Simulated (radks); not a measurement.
Values are calculated unless marked as measured or tabulated.
The rhenium ion Re62+, configuration [Ne] 3s2 3p1. Code: a radial shooting solver on a logarithmic mesh with Libxc functionals. Model: scalar-relativistic Kohn-Sham, PBE, spin-polarised, spherical densities, finite nucleus; open shells are filled with parallel spins first (spin-orbit coupling, left out, can overturn this in heavy ions); Fermi nuclear charge, rms radius 5.3698 fm.

Normalised radial functions P(r) = r R(r), r in bohr:

r,3s up,3p down
0.001142,0.3940,0.0137
0.001277,0.4277,0.0165
0.001417,0.4610,0.0197
0.001572,0.4961,0.0234
0.001759,0.5360,0.0282
0.001952,0.5748,0.0335
0.002183,0.6184,0.0403
0.002422,0.6603,0.0479
0.002709,0.7065,0.0576
0.003006,0.7501,0.0684
0.003336,0.7937,0.0812
0.003731,0.8399,0.0975
0.00414,0.8814,0.1155
0.00463,0.9232,0.1384
0.005138,0.9581,0.1636
0.005747,0.9897,0.1954
0.006377,1.0118,0.2300
0.007075,1.0250,0.2703
0.007914,1.0268,0.3206
0.008781,1.0143,0.3745
0.009822,0.9828,0.4412
0.0109,0.9340,0.5116
0.01219,0.8573,0.5972
0.01353,0.7613,0.6858
0.01501,0.6393,0.7830
0.01679,0.4775,0.8965
0.01863,0.2987,1.0086
0.02083,0.0769,1.1338
0.02312,-0.1530,1.2508
0.02586,-0.4201,1.3721
0.02869,-0.6777,1.4739
0.03184,-0.9334,1.5577
0.03561,-1.1905,1.6174
0.03951,-1.3946,1.6338
0.0442,-1.5551,1.5965
0.04904,-1.6282,1.4995
0.05485,-1.6033,1.3169
0.06086,-1.4680,1.0678
0.06753,-1.2154,0.7400
0.07554,-0.8129,0.3041
0.08382,-0.3307,-0.1643
0.09375,0.2754,-0.7122
0.104,0.8778,-1.2293
0.1164,1.5113,-1.7518
0.1291,2.0279,-2.1625
0.1433,2.4229,-2.4628
0.1602,2.6661,-2.6296
0.1778,2.7009,-2.6238
0.1989,2.5388,-2.4502
0.2207,2.2363,-2.1609
0.2468,1.8074,-1.7603
0.2739,1.3772,-1.3584
0.3039,0.9726,-0.9762
0.3399,0.6100,-0.6269
0.3771,0.3604,-0.3803
0.4218,0.1832,-0.1999
0.4681,0.0873,-0.0988
0.5236,0.0344,-0.0407
0.5809,0.0126,-0.0157

3s up: eigenvalue -7079.5 eV, 2 radial nodes at r = 0.0216, 0.0892 bohr, <r> = 0.181 bohr, 90 % of the charge inside 0.263 bohr. 3p down (empty): eigenvalue -6609.2 eV, 1 radial node at r = 0.0809 bohr, <r> = 0.178 bohr, 90 % of the charge inside 0.263 bohr.
